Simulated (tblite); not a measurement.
Species: C₂H₆BF₅Si₂.
Numbering: `[CH3:1][SiH2:2][Si@@H:3]([B:4]([F:5])[F:6])[C:7]([F:8])([F:9])[F:10]` (hydrogens: H11, H12, H13 on C1; H14, H15 on Si2; H16 on Si3)

Computed with GFN2-xTB (tblite), gas phase: L-BFGS steps from a force-field or distance-geometry start until the largest atomic force falls under 0.01 eV/Å.

Step 169: E = -973.3573 eV
```
atom  x, y, z in Å  |  force x, y, z in eV/Å
C1      2.6333    0.3673    0.0848    0.063   0.037   0.032
Si2     1.2085   -0.5819   -0.7328   -0.074  -0.012  -0.023
Si3    -0.6946   -0.1040    0.5473   -0.034   0.020  -0.019
B4     -1.2493    1.7951    0.6696    0.083   0.250   0.073
F5     -0.4154    2.7024    1.1777   -0.285  -0.250  -0.148
F6     -2.3569    2.3262    0.1968    0.197  -0.037   0.081
C7     -2.1606   -1.1116   -0.2710   -0.043   0.037   0.039
F8     -2.6547   -0.4980   -1.3687    0.015  -0.016  -0.004
F9     -3.2026   -1.2896    0.5663    0.011   0.017  -0.035
F10    -1.7950   -2.3469   -0.6748    0.028  -0.021  -0.003
H11     2.4502    1.4392    0.1103   -0.001  -0.046  -0.018
H12     2.7735    0.0376    1.1119    0.015   0.020  -0.029
H13     3.5708    0.2058   -0.4392   -0.008   0.021   0.008
H14     1.5319   -2.0124   -0.7232   -0.018  -0.023  -0.014
H15     1.0405   -0.1612   -2.1344    0.034   0.005   0.022
H16    -0.6869   -0.7587    1.8679    0.016  -0.003   0.037
```

Step 170: E = -973.3600 eV
```
atom  x, y, z in Å  |  force x, y, z in eV/Å
C1      2.6360    0.3636    0.0898    0.034   0.017   0.012
Si2     1.2093   -0.5791   -0.7347   -0.049  -0.008  -0.004
Si3    -0.6928   -0.1066    0.5478   -0.025   0.015  -0.016
B4     -1.2527    1.7913    0.6688    0.084  -0.028   0.029
F5     -0.4106    2.7088    1.1159   -0.004  -0.023   0.020
F6     -2.3822    2.3083    0.2522   -0.086   0.033  -0.041
C7     -2.1615   -1.1102   -0.2696    0.007   0.044   0.040
F8     -2.6326   -0.5074   -1.3822   -0.001   0.022  -0.051
F9     -3.2157   -1.2633    0.5535   -0.035   0.008   0.017
F10    -1.8054   -2.3543   -0.6518    0.043  -0.064  -0.007
H11     2.4504    1.4342    0.1206   -0.004  -0.016  -0.012
H12     2.7766    0.0284    1.1139    0.017   0.011  -0.002
H13     3.5735    0.2078   -0.4347    0.002   0.011  -0.004
H14     1.5278   -2.0106   -0.7396   -0.014  -0.023  -0.011
H15     1.0520   -0.1430   -2.1314    0.020   0.008   0.000
H16    -0.6795   -0.7586    1.8701    0.009  -0.006   0.029
```

Step 171: E = -973.3604 eV
```
atom  x, y, z in Å  |  force x, y, z in eV/Å
C1      2.6367    0.3648    0.0882    0.022   0.008   0.008
Si2     1.2082   -0.5782   -0.7342   -0.034  -0.006   0.002
Si3    -0.6944   -0.1063    0.5479   -0.024   0.011  -0.014
B4     -1.2524    1.7916    0.6705   -0.001  -0.012  -0.010
F5     -0.4125    2.7038    1.1295    0.002   0.000   0.027
F6     -2.3766    2.3143    0.2394   -0.003  -0.001  -0.008
C7     -2.1621   -1.1106   -0.2695    0.015   0.035   0.027
F8     -2.6362   -0.5085   -1.3810    0.001   0.024  -0.052
F9     -3.2144   -1.2659    0.5549   -0.046   0.003   0.027
F10    -1.8041   -2.3542   -0.6531    0.040  -0.056  -0.004
H11     2.4525    1.4354    0.1169   -0.005  -0.011  -0.010
H12     2.7755    0.0308    1.1129    0.020   0.013   0.000
H13     3.5744    0.2068   -0.4353   -0.001   0.009  -0.005
H14     1.5281   -2.0094   -0.7365   -0.017  -0.024  -0.012
H15     1.0504   -0.1448   -2.1314    0.019   0.010  -0.005
H16    -0.6805   -0.7604    1.8693    0.010  -0.003   0.027
```

Task: Estimate the geometry and energy of step 172. (The exact step hangs on the optimiser's Hessian estimate; all steps are aligned on step 171, rigid shifts and turns removed.)

Result: E = -973.3611 eV, largest force 0.108 eV/Å
```
atom  x, y, z in Å  |  force x, y, z in eV/Å
C1      2.6365    0.3670    0.0841    0.003  -0.005   0.001
Si2     1.2055   -0.5769   -0.7353   -0.014  -0.009   0.006
Si3    -0.6998   -0.0998    0.5414   -0.012  -0.005   0.007
B4     -1.2523    1.7970    0.6752   -0.043   0.054  -0.022
F5     -0.4189    2.6936    1.1787   -0.057  -0.029  -0.006
F6     -2.3583    2.3364    0.2111    0.097  -0.031   0.036
C7     -2.1631   -1.1132   -0.2709    0.019   0.024   0.005
F8     -2.6481   -0.5190   -1.3818    0.005   0.021  -0.041
F9     -3.2093   -1.2759    0.5594   -0.049  -0.004   0.022
F10    -1.7942   -2.3547   -0.6535    0.026  -0.037   0.006
H11     2.4549    1.4381    0.1068   -0.002  -0.007  -0.007
H12     2.7701    0.0368    1.1110    0.026   0.020  -0.005
H13     3.5752    0.2035   -0.4361   -0.010   0.007   0.000
H14     1.5252   -2.0082   -0.7266   -0.020  -0.024  -0.011
H15     1.0496   -0.1566   -2.1364    0.020   0.017  -0.007
H16    -0.6803   -0.7589    1.8612    0.010   0.007   0.018
```

The energy changes by -0.0007 eV. The first-order estimate −F·Δx gives -0.0012 eV and the mean of the old and new forces, exact on a quadratic surface, -0.0006 eV. The step makes an angle of 83° with the force vector and moves no atom by more than 0.051 Å.

What follows is the cost of the whole relaxation. On one thread, Intel Xeon at 2.50 GHz (x86_64), shared host with 64 logical CPUs at a one-minute load of 63, this took 7.0 s of wall time.
